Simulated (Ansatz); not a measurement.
Molecule: C4H3ISe (charge 0, singlet). SMILES: Ic1cc[se]c1
Geometry from a B3LYP-D3(BJ)/def2-TZVP (Ansatz, an electronic-structure program) optimisation:
```xyz
9

I     -1.3587    -1.5391    -0.4936
C      0.1069    -0.1024    -0.0406
C      1.5007    -0.3837    -0.1950
C      2.3126     0.6498     0.1404
Se     1.3427     2.1439     0.7091
C     -0.2063     1.1358     0.4116
H      1.8669    -1.3367    -0.5479
H      3.3894     0.6726     0.1063
H     -1.1836     1.5473     0.5960
```
Charge 0, spin multiplicity 1.

Wanted: vertical ionisation energy (to the doublet state of charge +1; each state is the SCF solution reached for its spin; the UHF <S^2> is 1.15 for the doublet (pure: 0.75); for the doublet T1 is 0.060; for the singlet the Hartree-Fock reference is unstable and T1 is 0.014), in eV. Correlated levels leave the core frozen unless marked. UHF or UKS for open shells. No spin-orbit coupling. The frozen core is the preceding noble-gas configuration, with the filled d and f shells of earlier blocks. In def2 rows, elements after Kr have scalar-relativistic effective core potentials. 

```json
[
 {"level": "SVWN5/def2-TZVPD", "program": "Ansatz", "vertical ionisation energy (eV)": "8.46"},
 {"level": "PBE/def2-TZVPD", "program": "Ansatz", "vertical ionisation energy (eV)": "8.24"},
 {"level": "B3LYP/def2-TZVPD", "program": "Ansatz", "vertical ionisation energy (eV)": "8.43"},
 {"level": "B2PLYP/def2-TZVPD", "program": "Ansatz", "vertical ionisation energy (eV)": "8.53"},
 {"level": "MP2/def2-TZVPPD", "program": "Ansatz", "vertical ionisation energy (eV)": "9.68"},
 {"level": "RI-MP2/def2-QZVPPD", "program": "Ansatz", "vertical ionisation energy (eV)": "9.36"}
]
```
